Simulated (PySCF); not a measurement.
SMILES C[Si](C)(C)[SiH2][SiH2]Br, GFN2-xTB optimised geometry.

```
20

C     -0.67    -2.53    -1.56
Si    -0.06    -1.61     0.00
C      1.85    -1.61     0.00
C     -0.68    -2.52     1.56
Si    -0.83     0.60     0.00
Si     0.27     2.05    -1.43
Br     0.96     0.88    -3.23
H     -0.29    -2.06    -2.46
H     -1.76    -2.53    -1.62
H     -0.35    -3.56    -1.56
H      2.25    -2.62     0.09
H      2.26    -1.03     0.82
H      2.24    -1.19    -0.92
H     -1.76    -2.53     1.61
H     -0.34    -3.56     1.58
H     -0.32    -2.04     2.47
H     -2.26     0.72    -0.35
H     -0.74     1.27     1.31
H      1.54     2.62    -0.97
H     -0.45     3.15    -2.08
```

Density from PySCF with PBE0/def2-SVP at that geometry.

Minimum of the electron density along straight lines between bonded atoms, close to the bond critical point (lines longer than 1.1 times the sum of covalent radii, or with two minima, are not listed):

| bond | length / Å | ρ at the minimum / e bohr⁻³ | ∇²ρ there / e bohr⁻⁵ | position (fraction from the first atom) |
|---|---|---|---|---|
| C1–Si2 | 1.907 | 0.110 | 0.30 | 0.62 |
| Si2–C3 | 1.910 | 0.109 | 0.29 | 0.38 |
| Si2–C4 | 1.911 | 0.109 | 0.29 | 0.38 |
| Si2–Si5 | 2.345 | … | … | 0.35 |
| Si6–Br7 | 2.248 | … | 0.14 | 0.35 |
| C1–H8 | 1.087 | 0.273 | -0.99 | 0.63 |
| C1–H9 | 1.087 | 0.271 | -0.97 | 0.62 |
| C1–H10 | 1.087 | 0.271 | -0.96 | 0.62 |
| C3–H11 | 1.086 | 0.271 | -0.96 | 0.62 |
| C3–H12 | 1.087 | 0.271 | -0.96 | 0.62 |
| C3–H13 | 1.086 | 0.272 | -0.98 | 0.63 |
| C4–H14 | 1.086 | 0.272 | -0.97 | 0.62 |
| C4–H15 | 1.086 | 0.271 | -0.97 | 0.62 |
| C4–H16 | 1.086 | 0.272 | -0.97 | 0.62 |
| Si5–H17 | 1.474 | 0.113 | 0.31 | 0.49 |
| Si5–H18 | 1.475 | 0.113 | 0.32 | 0.49 |
| Si6–H19 | 1.463 | 0.119 | 0.32 | 0.49 |
| Si6–H20 | 1.462 | 0.119 | 0.32 | 0.49 |

Task: What belongs in the gaps?

Result: 
- Si2–Si5, ρ at the minimum / e bohr⁻³: 0.089
- Si2–Si5, ∇²ρ there / e bohr⁻⁵: -0.04
- Si6–Br7, ρ at the minimum / e bohr⁻³: 0.080
